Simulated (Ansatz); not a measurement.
One change: `O=COC[SiH2]S` becomes `O=COC[SiH2]Cl`.

Ansatz, PBE0-D4/def2-TZVP geometries, multiplicity 1. Each molecule was computed in one conformer, which needn't be the lowest.

| property | `O=COC[SiH2]S` |
| --- | --- |
| HOMO–LUMO gap (PBE/def2-TZVPP) / eV | 5.16 |
| HOMO energy (B3LYP/def2-TZVPP) / eV | -7.38 |
| HOMO energy (PBE0/def2-TZVPP) / eV | -7.62 |
| HOMO–LUMO gap (PBE0/def2-TZVPP) / eV | 7.53 |
| LUMO energy (B3LYP/def2-TZVPP) / eV | -0.38 |
| LUMO energy (PBE/def2-TZVPP) / eV | -1.24 |

Q: Give the same properties after the change, and the shifts. (Estimate.)

A: Computed: 
| property | `O=COC[SiH2]Cl` | shift |
| --- | --- | --- |
| HOMO–LUMO gap (PBE/def2-TZVPP) / eV | 5.55 | 0.39 |
| HOMO energy (B3LYP/def2-TZVPP) / eV | -8.25 | -0.87 |
| HOMO energy (PBE0/def2-TZVPP) / eV | -8.48 | -0.86 |
| HOMO–LUMO gap (PBE0/def2-TZVPP) / eV | 8.29 | 0.76 |
| LUMO energy (B3LYP/def2-TZVPP) / eV | -0.49 | -0.11 |
| LUMO energy (PBE/def2-TZVPP) / eV | -1.34 | -0.10 |

With PBE0 the HOMO falls by 0.86 eV and the LUMO falls by 0.11 eV, so the gap widens by about 0.75 eV. PBE moves the HOMO by -0.49 eV and ωB97M-V by -0.91 eV.

B3LYP here is the variant with VWN-RPA as its local correlation; programs differ in this.
